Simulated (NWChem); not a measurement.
Species: CH₆FNSi₂; SMILES F[SiH2]/N=C\[SiH3]

```xyz
11

F      1.3630     1.4697     0.0006
Si    -0.2555     1.6831    -0.0040
N     -1.1991     0.2496    -0.0006
C     -1.0943    -1.0109     0.0017
Si     0.5033    -2.0701     0.0053
H     -0.5973     2.4184    -1.2471
H     -0.6027     2.4284     1.2316
H     -2.0414    -1.5978     0.0019
H      0.4784    -2.9416     1.2202
H      0.4776    -2.9510    -1.2027
H      1.7080    -1.1970     0.0016
```
Atoms are numbered in this order, from 1.

Level: PBE0/def2-SVP (NWChem), optimised geometry, unscaled harmonic frequencies. 

Question: List the harmonic frequencies with IR intensities, and the thermochemistry.

Answer: 
| frequency (cm⁻¹) | IR intensity (km/mol) |
|---|---|
| 24 | 0.3 |
| 87 | 0.8 |
| 94 | 4.9 |
| 216 | 8.8 |
| 281 | 2.7 |
| 397 | 33.6 |
| 532 | 2.7 |
| 540 | 44.0 |
| 684 | 69.4 |
| 735 | 81.7 |
| 745 | 12.1 |
| 774 | 1.2 |
| 860 | 13.1 |
| 887 | 271.0 |
| 895 | 71.7 |
| 933 | 138.3 |
| 936 | 10.9 |
| 938 | 11.8 |
| 957 | 296.3 |
| 1369 | 12.8 |
| 1796 | 192.6 |
| 2228 | 71.5 |
| 2233 | 91.5 |
| 2279 | 48.7 |
| 2287 | 76.8 |
| 2290 | 128.1 |
| 2971 | 62.4 |

```
Item                                                                               Result
-----------------------------------------------------------------------  ----------------
zero-point energy                                                           41.4 kcal/mol
thermal correction to the enthalpy at 298.15 K (with zero-point energy)     46.8 kcal/mol
heat capacity Cv                                                         25.8 cal/(mol K)
entropy at 298.15 K and 1 atm (symmetry number 1)                        88.7 cal/(mol K)
dipole moment                                                                      1.31 D
```

Rigid rotor and harmonic oscillator; modes under 100 cm⁻¹ make the entropy uncertain.
